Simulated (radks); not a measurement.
Sr25+, configuration [Ne] 3s2 3p1.

Method: Dirac Kohn-Sham, PBE, spin-unpolarised, spherical densities, finite nucleus; open shells fill j = l - 1/2 first; Fermi nuclear charge, rms radius 4.224 fm; computed with a radial shooting solver on a logarithmic mesh with Libxc functionals.

Energy parts (hartree):
| part | energy |
|---|---|
| total | -2758.83970 |
| kinetic | 2854.28991 |
| electron-nucleus | -6010.78705 |
| Hartree | 465.99314 |
| exchange-correlation | -68.33570 |

Orbitals (lengths in bohr, moments of r in powers of bohr; <r^-3> diverges for s and p1/2):
orbital  occ.  eigenvalue (hartree)  <r^-3>  small-component weight
1s1/2       2             -629.2312       -                1.91e-02
2s1/2       2             -121.0844       -                3.95e-03
2p1/2       2             -114.4263       -                3.93e-03
2p3/2       4             -111.8354    1763                3.83e-03
3s1/2       2             -46.11261       -                1.41e-03
3p1/2       1             -43.84720       -                1.38e-03
3p3/2       0             -43.23989   418.0                1.35e-03
3d3/2       0             -39.95541   66.61                1.26e-03
3d5/2       0             -39.82088   64.26                1.25e-03
4s1/2       0             -24.00281       -                7.11e-04

The highest occupied level is 3p1/2 at -1193.1 eV. For comparison, the ionisation energy in NIST's Atomic Spectra Database is 1211 eV (semi-empirical). In exact Kohn-Sham theory the highest level is minus the ionisation energy, but local and semilocal functionals leave it too shallow, through self-interaction and a potential that decays too fast; potentials with the right tail come closer. Summed over all electrons, <r^2> = 0.8215 bohr^2, which gives a Langevin (diamagnetic) susceptibility term of -0.651 x 10^-6 cm^3/mol. The electron density at the nucleus is 6.147e+04 e/bohr^3.

Beside tabulated values, note that spin-unpolarised runs miss the spin-polarisation part of the exchange energy of open shells.
